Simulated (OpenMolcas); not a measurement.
Rh II.

```json
{
  "Program": "OpenMolcas 26.06",
  "Basis": "ANO-RCC-VDZP [6s5p3d1f]",
  "Scalar Hamiltonian": "DKH2, point nucleus",
  "Active space": "8 electrons in 6 orbitals (4d 5s)",
  "State averaging": "2S+1 = 5 even, 10 roots; 2S+1 = 3 even, 55 roots; 2S+1 = 1 even, 43 roots",
  "Spin-orbit coupling": "state interaction with AMFI integrals over the reference wave functions, term energies averaged over their components"
}
```

Two sets of levels on these reference wave functions, in cm⁻¹ above 4d⁸ ³F₄: one from CASSCF and one from MS-CASPT2, IPEA 0.25 Eh, imaginary shift 0.1 Eh (closed shells correlated: 4s 4p).

```tsv
Level	Set 1	Set 2
4d⁸ ³F₄	0.0	0.0
4d⁸ ³F₃	2600	2590
4d⁸ ³F₂	3730	3850
4d⁷ 5s ⁵F₅	15470	7830
4d⁷ 5s ⁵F₄	17120	9490
4d⁷ 5s ⁵F₃	18390	10760
4d⁷ 5s ⁵F₂	19270	11640
4d⁷ 5s ⁵F₁	19810	12200
4d⁸ ³P₁	11190	13670
4d⁸ ³P₀	11450	14020
4d⁸ ¹G₄	15540	16120
4d⁷ 5s ³F₄(1)	24210	19560
4d⁷ 5s ³F₃(1)	26370	21670
4d⁷ 5s ⁵P₃	27930	22370
4d⁷ 5s ⁵P₂	28180	22910
4d⁷ 5s ³F₂(1)	27690	23120
```

Which set is which?

Set 1 is MS-CASPT2. Its levels of the other terms of 4d⁸ lie at 0.82 to 0.96 of the other set's values, as expected, since terms of lower spin or lower L gain more correlation energy than the Hund ground term. Against 13 measured levels (NIST Handbook of Basic Atomic Spectroscopic Data) the mean absolute deviation is 980 cm-1 with it and 5400 cm-1 without; single levels miss by up to 1400 cm-1 with it.

CASPT2 does not keep the components of a term degenerate, so their means are used; among the terms shown or strongly mixed into the levels shown the widest spread is 1100 cm-1 (4d⁸ ¹G, MS-CASPT2). A single d shell beside an s shell can misplace configurations of different d count against each other. Without dynamic correlation excited terms often stand tens of per cent too high (terms of higher spin than the ground term too low), and those without a measured partner can miss by more than the paired ones (holds for CASSCF). Computed and measured levels are paired by configuration, term and J; levels that our copy of the source lacks, or whose pairing is in doubt (as where it misses far off the trend of its configuration), stay unpaired and out of the deviations. Only configurations of the active space appear. The table leaves out levels that lie high or whose names do not pair safely across all columns.

A number in round brackets counts repeated terms of one configuration in the order of the reference energies.
